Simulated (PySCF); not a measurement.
## How ionic is MLa along the halogens?

PBE0 in PySCF with x2c-TZVPall on every atom, spin-free X2C, for the lowest determinant that a PBE0 search found; no spin–orbit coupling. A negative dipole means M(+)La(−).

| M | state (unpaired electrons) | Re (Å) | μ (D) |
| --- | --- | --- | --- |
| F | triplet (σ ↑, δ ↑) | 2.055 | 3.09 |
| Cl | triplet (σ ↑, δ ↑) | 2.540 | 4.61 |
| Br | triplet (σ ↑, δ ↑) | 2.699 | 4.89 |
| I | triplet (σ ↑, δ ↑) | 2.932 | 5.28 |

Q: Give the ionic character |μ|/(e·Re) of each, with 1 e·Å = 4.803 D, and the positive end.

A: LaF 31 % (La positive), LaCl 38 % (La positive), LaBr 38 % (La positive), LaI 37 % (La positive). Lone pairs and polarisation enter μ too, so this number is only a rough measure of charge transfer.

Spin–orbit coupling is left out. The state is the lowest single determinant that the PBE0 search found; with open d or f shells the true ground state can be another one.
